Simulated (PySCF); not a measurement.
BeF2, quintet, at a GFN2-xTB geometry of the parent state (such geometries of metal compounds can be far from the true shape) (a higher spin typed on purpose: for a closed-shell molecule this is an excited state); PBE0/def2-SVP in PySCF.

PySCF was given this input:
```python
from pyscf import gto, scf, dft

mol = gto.Mole()
mol.atom = '''
    Be   -0.339317    0.411648   -0.785510
    F     1.035833   -0.108835   -0.249415
    F    -0.885025   -0.074120    0.598531
'''
mol.basis = 'def2-svp'
mol.charge = 0
mol.spin = 4
mol.verbose = 5
mol.build()

mf = dft.ROKS(mol)
mf.xc = 'pbe0'
mf.kernel()
```

**Question.** Predict the main parts of the log of this PySCF run.

**Answer.** 
```
PySCF version 2.14.0

[INPUT] verbose = 5
[INPUT] max_memory = 4000
[INPUT] num. atoms = 3
[INPUT] num. electrons = 22
[INPUT] charge = 0
[INPUT] spin (= nelec alpha-beta = 2S) = 4
[INPUT] symmetry False subgroup None
[INPUT] Mole.unit = angstrom
[INPUT] Symbol           X                Y                Z      unit          X                Y                Z       unit  Magmom
[...]
[INPUT] ---------------- BASIS SET ----------------
[INPUT] l, kappa, [nprim/nctr], expnt,             c_1 c_2 ...
[INPUT] F
[...]
                                435.4193912       -0.039904258866
                                98.843328866      -0.17912768038
                                27.485198001      -0.46758090825
                                8.5405498171      -0.4465313102
[...]
                                4.9872339257      -0.23754317067
                                1.3491613954      -0.51287353587
[...]
[INPUT] Be
[...]
                                77.511037595      0.041190068062
                                17.552481693      0.17913378108
                                4.8028940596      0.44736716455
                                1.4516214316      0.4200958192
[...]
                                0.71695694366     -0.16877854032
                                0.1954193286      -0.51403419628
[...]
nuclear repulsion = 44.7562957692369
number of shells = 17
number of NR pGTOs = 67
number of NR cGTOs = 37
basis = def2-svp
ecp = {}

******** <class 'pyscf.dft.roks.ROKS'> ********
method = ROKS
initial guess = minao
damping factor = 0
level_shift factor = 0
DIIS = <class 'pyscf.scf.diis.CDIIS'>
diis_start_cycle = 1
diis_space = 8
diis_damp = 0
SCF conv_tol = 1e-09
SCF conv_tol_grad = None
SCF max_cycles = 50
direct_scf = True
direct_scf_tol = 1e-13
num. doubly occ = 9  num. singly occ = 4
XC library pyscf.dft.libxc version 7.1.2
    S. Lehtola, C. Steigemann, M. J. T. Oliveira, and M. A. L. Marques,  SoftwareX 7, 1–5 (2018)
XC functionals = pbe0
    C. Adamo and V. Barone,  J. Chem. Phys. 110, 6158 (1999)
    M. Ernzerhof and G. E. Scuseria,  J. Chem. Phys. 110, 5029 (1999)
radial grids:
    Treutler-Ahlrichs [JCP 102, 346 (1995); DOI:10.1063/1.469408] (M4) radial grids

becke partition: Becke, JCP 88, 2547 (1988); DOI:10.1063/1.454033
pruning grids: <function nwchem_prune>
grids dens level: 3
symmetrized grids: False
atomic radii adjust function: <function treutler_atomic_radii_adjust>
small_rho_cutoff = 0
[...]
  Lowest 0-occ =  0.0457237304085263 | 0.0171145926345938 | 0.0716660299104468
  1-occ =         -0.573135957968017 | -0.687354987845012 | -0.458917860693071
  1-occ =         -0.545543284015251 | -0.659975735949029 | -0.431111745761029
  1-occ =         -0.108486452849522 | -0.194858279669634 | -0.0221194817282073
  1-occ =         -0.0293149499539358 | -0.114147122103301 | 0.0555130573582167
  Roothaan mo_energy =
[-25.03469518 -25.03468121  -4.10178812  -1.38991289  -1.35165999
  -0.70113646  -0.65228692  -0.64804527  -0.63083297  -0.57313596
  -0.54554328  -0.10848645  -0.02931495   0.04572373   0.04938387
   0.17211227   0.20659728   0.27095716   0.33425625   0.90357835
   1.03185324   1.05280167   1.05648463   1.14233383   1.20959165
   1.43726887   1.5513508    2.84823561   2.84918213   2.85578842
   2.86059472   2.86399139   2.86532072   2.88865169   2.92217278
   2.93691213   3.01553362]
nelec by numeric integration = [13.00005302  9.00002905]
E1 = -383.3201556529215  E2 = 125.00282934346873  Ecoul = 148.23590529778252  Exc = -23.233075954313794
cycle= 11 E= -213.561030540216  delta_E= -6.54e-10  |g|= 1.52e-05  |ddm|= 6.5e-05
[...]
                  Roothaan           | alpha              | beta
  Highest 2-occ = -0.630833342255291 | -0.670476351551258 | -0.552082850668489
  Lowest 0-occ =   0.045723394059761 | 0.0171155191666897 | 0.0716662033150718
  1-occ =         -0.573135907384954 |  -0.68735446466047 | -0.458917348824081
  1-occ =          -0.54554325695792 | -0.659975201516044 | -0.431111296030026
  1-occ =         -0.108487174422981 | -0.194856830974616 | -0.0221174179497933
  1-occ =         -0.0293154879252313 |  -0.11414564904119 | 0.0555146783642325
  Roothaan mo_energy =
[-25.03469253 -25.03468408  -4.10178938  -1.38991303  -1.35166008
  -0.70113686  -0.65228707  -0.64804522  -0.63083334  -0.57313591
  -0.54554326  -0.10848717  -0.02931549   0.04572339   0.0493837
   0.17211184   0.20659695   0.2709566    0.33425579   0.90357801
   1.03185309   1.05280153   1.05648462   1.14233385   1.20959149
   1.43726867   1.55135055   2.84823574   2.84918214   2.85578828
   2.86059435   2.863991     2.86532038   2.8886516    2.92217283
   2.93691202   3.01553359]
nelec by numeric integration = [13.00005302  9.00002905]
E1 = -383.32015504847465  E2 = 125.00282874358913  Ecoul = 148.23590451308505  Exc = -23.233075769495912
Extra cycle  E= -213.561030535649  delta_E= 4.57e-09  |g|= 0.000136  |ddm|= 8.17e-05
converged SCF energy = -213.561030535649
```
